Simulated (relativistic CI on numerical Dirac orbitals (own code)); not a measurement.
**Energy levels of Dy11+**

Calculated at this level of theory: Dirac-Coulomb-Breit CI, separate exchange-only KLI orbitals for each configuration, model QED, unscaled Slater integrals (own radial code, finite nucleus).

CI space (outside the closed core [Kr] 4d10): 4f7.5s2, 4f5.5s2.5p2, 4f6.5s2.5p, 4f7.5s.5p, 4f8.5s, 4f6.5s2.6s. Levels of other configurations are missing.

| No. | Configuration | Term | J | E (cm⁻¹) | % | Next component (%) | jj configuration (%) |
| --- | --- | --- | --- | --- | --- | --- | --- |
| 41 | 4f6.5s2.5p | 6M° | 13/2 | 80292.0 | 44 | 18 6L° | 4f5/2^4 4f7/2^2 5p1/2 (32) |
| 42 | 4f7.5s2 | 6F° | 1/2 | 80689.2 | 50 | 48 4D° | 4f5/2^3 4f7/2^4 (46) |
| 43 | 4f7.5s2 | 4N° | 17/2 | 81357.6 | 74 | 11 2M° | 4f5/2^5 4f7/2^2 (38) |
| 44 | 4f6.5s2.5p | 6M° | 15/2 | 81949.0 | 45 | 32 6L° | 4f5/2^3 4f7/2^3 5p1/2 (44) |
| 45 | 4f7.5s2 | 4H° | 9/2 | 82459.7 | 31 | 21 4G° | 4f5/2^5 4f7/2^2 (42) |
| 46 | 4f7.5s2 | 4N° | 23/2 | 82627.7 | 94 | 5 2O° | 4f5/2^4 4f7/2^3 (46) |
| 47 | 4f7.5s2 | 4D° | 5/2 | 82636.5 | 42 | 33 6G° | 4f5/2^4 4f7/2^3 (44) |
| 48 | 4f6.5s2.5p | 6H° | 7/2 | 82743.1 | 32 | 16 6F° | 4f5/2^4 4f7/2^2 5p1/2 (35) |
| 49 | 4f7.5s2 | 4N° | 19/2 | 82817.1 | 88 | 5 2M° | 4f5/2^4 4f7/2^3 (57) |
| 50 | 4f7.5s2 | 6G° | 3/2 | 83019.8 | 46 | 33 4D° | 4f5/2^3 4f7/2^4 (58) |
| 51 | 4f6.5s2.5p | 6L° | 11/2 | 83192.6 | 44 | 40 4K° | 4f5/2^4 4f7/2^2 5p1/2 (35) |
| 52 | 4f6.5s2.5p | 6H° | 5/2 | 83334.3 | 66 | 15 4G° | 4f5/2^3 4f7/2^3 5p1/2 (36) |
| 53 | 4f7.5s2 | 4N° | 21/2 | 83345.9 | 97 | 1 2O° | 4f5/2^3 4f7/2^4 (61) |
| 54 | 4f6.5s2.5p | 6H° | 9/2 | 83550.3 | 36 | 17 6I° | 4f5/2^4 4f7/2^2 5p1/2 (40) |
| 55 | 4f7.5s2 | 4H° | 7/2 | 83635.6 | 39 | 28 4D° | 4f5/2^5 4f7/2^2 (29) |
| 56 | 4f7.5s2 | 6F° | 11/2 | 83688.3 | 33 | 31 6G° | 4f5/2^3 4f7/2^4 (30) |
| 57 | 4f6.5s2.5p | 6L° | 17/2 | 83728.1 | 36 | 35 6M° | 4f5/2^3 4f7/2^3 5p1/2 (56) |
| 58 | 4f7.5s2 | 6F° | 5/2 | 84330.3 | 61 | 12 6G° | 4f5/2^3 4f7/2^4 (38) |
| 59 | 4f7.5s2 | 6F° | 7/2 | 84340.4 | 22 | 17 4f6.5s2.5p 6F° | 4f5/2^3 4f7/2^3 5p1/2 (30) |
| 60 | 4f6.5s2.5p | 6H° | 11/2 | 84400.4 | 21 | 14 6G° | 4f5/2^4 4f7/2^2 5p1/2 (32) |
| 61 | 4f7.5s2 | 4H° | 13/2 | 85191.1 | 31 | 22 4L° | 4f5/2^5 4f7/2^2 (26) |
| 62 | 4f7.5s2 | 6F° | 3/2 | 85250.6 | 55 | 32 4D° | 4f5/2^3 4f7/2^4 (46) |
| 63 | 4f7.5s2 | 6F° | 7/2 | 85273.4 | 25 | 17 4f6.5s2.5p 6F° | 4f5/2^3 4f7/2^3 5p1/2 (27) |
| 64 | 4f7.5s2 | 6F° | 9/2 | 85311.9 | 38 | 34 6G° | 4f5/2^3 4f7/2^4 (40) |
| 65 | 4f7.5s2 | 4L° | 17/2 | 85552.6 | 43 | 32 4K° | 4f5/2^3 4f7/2^4 (49) |
| 66 | 4f6.5s2.5p | 6L° | 19/2 | 85675.2 | 37 | 25 6M° | 4f5/2^3 4f7/2^3 5p1/2 (50) |
| 67 | 4f7.5s2 | 4H° | 13/2 | 85704.3 | 32 | 11 4f6.5s2.5p 4K° | 4f5/2^5 4f7/2 5p1/2 (19) |
| 68 | 4f7.5s2 | 4H° | 11/2 | 85706.4 | 60 | 18 4G° | 4f5/2^3 4f7/2^4 (37) |
| 69 | 4f7.5s2 | 4L° | 15/2 | 85784.7 | 62 | 31 4K° | 4f5/2^4 4f7/2^3 (53) |
| 70 | 4f6.5s2.5p | 6D° | 5/2 | 86192.3 | 30 | 23 6P° | 4f5/2^3 4f7/2^3 5p1/2 (46) |

Energies count from the lowest computed level; ° marks odd parity. Filled j subshells are mostly left out of the jj labels.

The mean weight of the leading LS term, summed over parents, in these 30 levels is 47 %, and that of the leading jj configuration (from the same eigenvectors) 41 %.

At this charge transitions that keep the count of f electrons are usually good to a few per cent. Terms inside the open d or f shell come out 10 to 20 % too wide with unscaled integrals. Levels and lines within the n = 5 or 6 shells can be off by up to 10 % or somewhat more, and those that change n by about 2 %, since core polarisation is missing. Levels that differ in their count of f electrons can be misplaced by several ten thousand cm⁻¹, since the correlation energy of f electrons is missing or only estimated; rates across such gaps can be off by orders of magnitude.

LS names give the leading component of a level, which can be under half, so a name can repeat, a term be missing and a line seem to break the LS rules.
